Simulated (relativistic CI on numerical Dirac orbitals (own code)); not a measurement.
**Slater and spin-orbit integrals, W²⁵⁺**

Method of calculation: Dirac-Coulomb-Breit CI, orbitals from a KLI potential per configuration, model QED, unscaled Slater integrals (own radial code, finite nucleus).

Slater integrals F^k, G^k are unscaled and averaged over j, outside the closed core [Ar] 3d10 4s2; ζ comes from projecting the Hamiltonian with its Breit term on Σ l·s of the shell.

- 4p6 4d10 4f3: F^2(4f,4f) = 230380, F^4(4f,4f) = 149750, F^6(4f,4f) = 109370, ζ(4f) = 7737.3 cm⁻¹; <r>(4f) = 0.4521, <r^2>(4f) = 0.2351 (bohr units).
- 4p6 4d10 4f2 5s: F^2(4f,4f) = 233010, F^4(4f,4f) = 151560, F^6(4f,4f) = 110730, ζ(4f) = 7950.9, G^3(4f,5s) = 33066 cm⁻¹; <r>(4f) = 0.4477, <r^2>(4f) = 0.2305, <r>(5s) = 0.8051, <r^2>(5s) = 0.7221 (bohr units).
- 4p6 4d9 4f4: ζ(4d) = 48629, F^2(4f,4f) = 230040, F^4(4f,4f) = 149520, F^6(4f,4f) = 109200, F^2(4d,4f) = 215880, F^4(4d,4f) = 140750, G^1(4d,4f) = 234870, G^3(4d,4f) = 157610, G^5(4d,4f) = 114510, ζ(4f) = 7663.5 cm⁻¹; <r>(4d) = 0.4621, <r^2>(4d) = 0.2444, <r>(4f) = 0.4527, <r^2>(4f) = 0.2357 (bohr units).

Averages of the first 10 configurations, taken without configuration mixing, which lowers the lowest level and can move excited configurations by several eV; other configurations of the list can lie among them:

```csv
Configuration,Parity,States,Average energy above the lowest level (eV)
4p6 4d10 4f3,odd,364,12.4
4p6 4d10 4f2 5s,even,182,120.3
4p6 4d9 4f4,even,10010,227.0
4p6 4d10 4f 5s2,odd,14,238.4
4p6 4d10 4f2 5p,odd,546,179.9
4p6 4d10 4f 5s 5p,even,168,295.2
4p6 4d10 4f2 5d,even,910,260.1
4p6 4d10 4f 5p2,odd,210,357.5
4p5 4d10 4f4,odd,6006,438.5
4p6 4d10 4f 5s 5d,odd,280,377.7
```
